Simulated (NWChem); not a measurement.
Species: C2H6Te; SMILES CC[TeH]

```xyz
9

Te    -0.0121    -0.6535     0.0341
H     -0.8884    -0.5320    -1.3764
C      0.6606     1.4105    -0.0688
C     -0.4365     2.4436     0.0780
H      1.2099     1.5135    -1.0148
H      1.3985     1.4786     0.7452
H     -0.9736     2.3330     1.0316
H     -1.1781     2.3673    -0.7315
H     -0.0108     3.4612     0.0431
```
Atoms are numbered in this order, from 1.

Level: PBE0/def2-SVP with def2 effective core potentials on Te (NWChem), optimised geometry, unscaled harmonic frequencies. def2 effective core potentials on Te; no spin-orbit coupling.

List the harmonic frequencies with IR intensities, and the thermochemistry.


```csv
frequency (cm⁻¹),IR intensity (km/mol)
131,0.8
245,0.0
257,0.1
496,0.7
604,2.9
753,16.3
974,5.7
996,10.2
1081,1.4
1223,47.4
1248,0.6
1391,4.2
1446,1.9
1461,11.5
1468,2.7
2153,61.5
3049,27.0
3099,6.1
3138,13.1
3155,2.9
3176,7.3
```

```yaml
zero_point_energy: 45.1 kcal/mol
thermal correction to the enthalpy at 298.15 K (with zero-point energy): 48.9 kcal/mol
heat capacity Cv: 16.2 cal/(mol K)
entropy at 298.15 K and 1 atm (symmetry number 1): 74.1 cal/(mol K)
```

Rigid rotor and harmonic oscillator.
